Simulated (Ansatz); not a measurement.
Input for Ansatz (a program for electronic structure): R-PBE/def2-TZVPPD on C3H3NO (a complex), monomers drawn apart or pushed together. Files ending in .json are basis or fitting sets from the Basis Set Exchange.

Ansatz 0.2 input:
```yaml
crystal:
  periodic: [false, false, false]
  atoms:
    - {symbol: C, position_ang: [0.00458774, 0.66494609, 0.94823854]}
    - {symbol: O, position_ang: [-0.17767880, 0.06785849, 0.01361153]}
    - {symbol: C, position_ang: [0.40266570, 0.74288849, 4.24422647]}
    - {symbol: C, position_ang: [0.17812799, -0.56137383, 3.64374117]}
    - {symbol: N, position_ang: [0.00070286, -1.58666366, 3.15502350]}
    - {symbol: H, position_ang: [-0.38779117, 0.96927964, 4.96024121]}
    - {symbol: H, position_ang: [1.36182905, 0.75891043, 4.76239512]}
    - {symbol: H, position_ang: [0.40617746, 1.50582310, 3.46529333]}
basis:
  gaussian:
    orbitals: def2-TZVPPD.json
hamiltonian:
  xc: {name: PBE}
scf: {lower_state_search: off}
```

Program output:

```
WARN ansatz: RAYON_NUM_THREADS=1 ignored (pool sized by the plan → 1); use --threads N
Functional definition: PBE
these checks for a lower state are left out or cut short: stability, starts, cluster_reference, orbital_swaps, neighbouring_geometries, increment
integrals: 0.12 GiB planned
1062 factors; their error is unknown
mean field: 1.06 GiB planned
mean field evaluation 1: about -6680.1767 eV, gradient 7.2e1 eV
mean field evaluation 2: about -6659.9814 eV, gradient 1.2e2 eV
mean field evaluation 4: about -6690.3944 eV, gradient 7.3e0 eV
mean field evaluation 8: about -6690.5211 eV, gradient 2.7e-1 eV
mean field evaluation 16: about -6690.4982 eV, gradient 3.1e-4 eV
mean field -6690.49816250 eV, -245.8712724894 hartree, gradient 3.4e-6 eV, S^2 0.000000; 0 other end points of the search recorded, 0 dependent functions left out
reference -6690.49821254 eV, -245.8712743285 hartree; 18, 18 occupied and 221, 221 virtual orbitals, 1062 factors
Total energy: -6690.49821254 eV, -245.8712743285 hartree
Checks for a lower state left out: stability, starts, cluster_reference, orbital_swaps, neighbouring_geometries, increment
```

The calculation finished and met its thresholds.

Cost: about 3.0 core-seconds (a rough figure).
